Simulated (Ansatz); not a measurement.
A CCSD(T) single point on BBrH$_{4}$SiSn (`Br[B]1[SiH2][SnH2]1`).

```yaml
crystal:
  periodic: [false, false, false]
  atoms:
    - {symbol: Br, position_ang: [0.010194, -0.366304, 2.941478]}
    - {symbol: B, position_ang: [0.478461, -0.034261, 1.120231]}
    - {symbol: Si, position_ang: [0.086666, 1.419683, -0.026516]}
    - {symbol: Sn, position_ang: [-0.018029, -1.342324, -0.523970]}
    - {symbol: H, position_ang: [0.841738, 1.506323, -1.299964]}
    - {symbol: H, position_ang: [-0.707229, 2.645991, 0.247921]}
    - {symbol: H, position_ang: [0.593828, -1.310109, -2.111498]}
    - {symbol: H, position_ang: [-1.193328, -2.575999, -0.403384]}
basis:
  gaussian: {orbitals: def2-SVP}
correlation: {method: ccsd_t}
```

```sh
$ ansatz run in.yaml --threads 4 --pin off --events-out ev --progress --plain --max-ram 10444MiB
```

Log, shortened:

```
Functional definition: HF
1164 factors; integrals over basis functions are off by at most 8.9e-4 eV
mean field evaluation 1: about -84387.0028 eV, gradient 1.5e1 eV
mean field evaluation 2: about -84387.0429 eV, gradient 1.5e1 eV
mean field evaluation 4: about -84388.3872 eV, gradient 2.2e0 eV
mean field evaluation 8: about -84388.4083 eV, gradient 1.7e-1 eV
mean field evaluation 16: about -84388.3578 eV, gradient 4.2e-1 eV
mean field -84388.40873574 eV, -3101.2168205206 hartree, gradient 9.0e-6 eV, S^2 0.000000; 0 other end points of the search recorded, 0 dependent functions left out
19 core orbitals not correlated: weight in the atoms' cores, before any rotation towards them, 1.000 or more for the frozen orbitals, at most 0.000 for the correlated occupied ones
reference -84388.40873574 eV, -3101.2168205206 hartree; 21, 21 occupied and 70, 70 virtual orbitals, 1164 factors
second order -14.51893382 eV of doubles, -0.00000000 eV of singles
cycle   1  -15.01709609 eV  change   -5.0e-1 eV  update   1.1e-1
cycle   2  -15.49779839 eV  change   -4.8e-1 eV  update   3.4e-2
cycle   3  -15.58597441 eV  change   -8.8e-2 eV  update   1.6e-2
cycle   4  -15.57735639 eV  change    8.6e-3 eV  update   4.6e-3
cycle   5  -15.57778827 eV  change   -4.3e-4 eV  update   2.0e-3
cycle   6  -15.57740563 eV  change    3.8e-4 eV  update   7.9e-4
cycle   7  -15.57720562 eV  change    2.0e-4 eV  update   3.2e-4
cycle   8  -15.57733122 eV  change   -1.3e-4 eV  update   1.4e-4
cycle   9  -15.57736225 eV  change   -3.1e-5 eV  update   5.0e-5
perturbative correction -0.57934398 eV, -0.0212904984 hartree
Total energy: -84404.56544196 eV, -3101.8105685229 hartree
```

Hardware: 4 threads of an Intel Xeon 6975P-C on a shared host. Wall time 3.6 s, peak host memory 0.55 GiB.

The correlation energy is -16.157 eV, 3.6 % of it from (T); the T1 diagnostic reads 0.0114.
